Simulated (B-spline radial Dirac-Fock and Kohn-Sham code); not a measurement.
Auger parameter of holmium: the L3 level and its strongest L3-MM line

The computed values come from a B-spline atomic structure program: multi-electron Dirac-Fock with separately optimised hole states, Breit and Lamb-shift corrections added in first order. The modified Auger parameter α′ is the binding energy plus the kinetic energy of the Auger electron; it does not depend on the energy zero. For free ions it tends to fall with charge, since less charge screens the final holes.

```csv
species,configuration,binding 2p3/2 (eV),Auger line,kinetic (eV),α′ (eV)
Ho,[Xe] 4f11 6s2,8072.3,M3M3 J=2,4533.5,12605.8
Ho,[Xe] 4f10 5d1 6s2,8080.9,M3M3 J=2,4521.0,12601.9
Ho,[Xe] 4f13,8056.9,M3M3 J=2,4560.1,12617.0
Ho,[Xe] 4f12 6s1,8062.7,M3M3 J=2,4547.8,12610.5
Ho⁺,[Xe] 4f11 6s1,8079.4,M3M3 J=2,4525.0,12604.4
Ho⁺,[Xe] 4f11 5d1,8077.0,M3M3 J=2,4528.2,12605.3
Ho²⁺,[Xe] 4f11,8087.7,M3M3 J=2,4515.7,12603.3
Ho²⁺ (Watson 2.4 Å),[Xe] 4f11,8075.7,M3M3 J=2,4527.7,12603.3
Ho³⁺,[Xe] 4f10,8109.1,M3M3 J=2,4488.9,12598.0
Ho³⁺,[Xe] 4f9 6p1,8123.9,M3M3 J=2,4469.7,12593.5
Ho³⁺,[Xe] 4f9 6s1,8122.6,M3M3 J=2,4470.9,12593.5
Ho³⁺ (Watson 2 Å),[Xe] 4f10,8087.5,M3M3 J=2,4510.5,12598.0
Ho⁴⁺,[Xe] 4f9,8133.1,M3M3 J=2,4459.6,12592.7
Ho⁵⁺,[Kr] 4d10 4f9 5s2 5p5,8151.6,M3M3 J=2,4440.9,12592.4
Ho⁶⁺,[Kr] 4d10 4f9 5s2 5p4,8170.9,M3M3 J=2,4421.4,12592.2
Ho⁷⁺,[Kr] 4d10 4f9 5s2 5p3,8191.0,M3M3 J=2,4401.5,12592.6
```
